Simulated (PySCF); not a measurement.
# Vibration and rotation of BiF⁺

PBE constants of BiF⁺, ²Π (doublet), unpaired electrons π ↑ (PySCF, scalar-relativistic core potentials, basis sets Bi def2-SVP with ECP60, F def2-SVP; masses 208.9804 and 18.9984 u):

```
ωe              : 623.2 cm⁻¹
ωexe            : 2.46 cm⁻¹
Be              : 0.23998 cm⁻¹
αe              : 0.00125 cm⁻¹
D (centrifugal) : 1.42e-07 cm⁻¹
```

Q: Give the vibrational terms G(v) and spacings up to v = 6.

A: G(v) = ωe(v+½) − ωexe(v+½)².

```
v  G(v) (cm⁻¹)  G(v) − G(v−1)  Bv (cm⁻¹)
0        311.0                    0.2394
1        929.3          618.3     0.2381
2       1542.6          613.4     0.2369
3       2151.1          608.4     0.2356
4       2754.6          603.5     0.2344
5       3353.2          598.6     0.2331
6       3946.9          593.7     0.2319
```

Spin–orbit coupling is left out, which matters for elements this heavy, above all for dissociation energies. The state was picked by a PBE0 search and need not be the measured ground state.
